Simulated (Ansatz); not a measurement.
Isolated molecules relaxed with PBE0-D4/def2-TZVP in Ansatz; ΔE leaves out vibrations. CCSD(T)/CBS is the MP2 limit (def2-TZVPP, def2-QZVPP) plus CCSD(T) − MP2 in def2-TZVPP, frozen cores. This one scheme is used for every species. Double bonds are as drawn, so ΔE can hold a change between cis and trans. Functionals use def2-TZVPP. B3LYP here is the variant with VWN-RPA as its local correlation; programs differ in this. One conformer a species, not always the lowest.

Reaction (substitution at a C–Si bond): `N[SiH2]/C=C/[SiH3]` + H–F → `F/C=C/[SiH3]` + `N[SiH3]`

```tsv
level	ΔE (kJ/mol)
B3LYP-D4	60.4
PBE	51.3
SCS-MP2/def2-TZVPP	69.1
CCSD/def2-TZVPP	67.1
```

Problem. What does CCSD(T)/CBS give? (Best estimate.)

Solution. Computed: +75.6 kJ/mol. The listed levels differ from it by -15.2, -24.3, -6.5, -8.5 kJ/mol.

Problem. What do rigid-rotor, harmonic-oscillator terms from PBE0-D4/def2-TZVP frequencies (298.15 K, 1 bar) make of the CCSD(T)/CBS value? (An estimate is asked.)

Solution. Ansatz gave: ΔZPE = +0.8 kJ/mol, ΔH = +72.3 kJ/mol, ΔS = 15 J/(mol·K), ΔG = +67.7 kJ/mol.

Largest T1 diagnostic among the species: 0.012.

From PBE to PBE0 (25 % exact exchange), in def2-TZVPP and without D4, ΔE moves by +5.7 kJ/mol. In def2-TZVPP, CCSD(T) changes the Hartree–Fock value by +22.9 kJ/mol (the triples alone add +2.3 kJ/mol) and MP2 by +32.5 kJ/mol.

CCSD(T)/CBS has its own doubt, a few kJ/mol and more with outer-core shells, so smaller differences from it don't rank the levels.
